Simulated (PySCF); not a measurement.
How methods differ on the excitation energy of Zn

Zn [Ar] 3d10 4s2 (1S) → Zn [Ar] 3d10 4s1 5s1 (3S), as a difference of total energies. Calculation: PySCF 2.14, in aug-cc-pVDZ-DK (7s6p4d2f, 59 functions); the spin-free X2C one-electron Hamiltonian (Gaussian nucleus). Correlated levels: valence: [Ar] frozen. The calculations carry no spin-orbit coupling.

Problem. Order these methods by the excitation energy they give, lowest first.
A. MP2 (valence)
B. CCSD(T) (valence)
C. SCS-MP2 (valence)
D. UHF

Solution. D (42142 cm⁻¹), A (52098 cm⁻¹), C (52589 cm⁻¹), B (53127 cm⁻¹).

Errors of the correlated levels include the incompleteness of this basis and the frozen core.

For comparison: 53672 cm⁻¹ (measured; NIST levels).
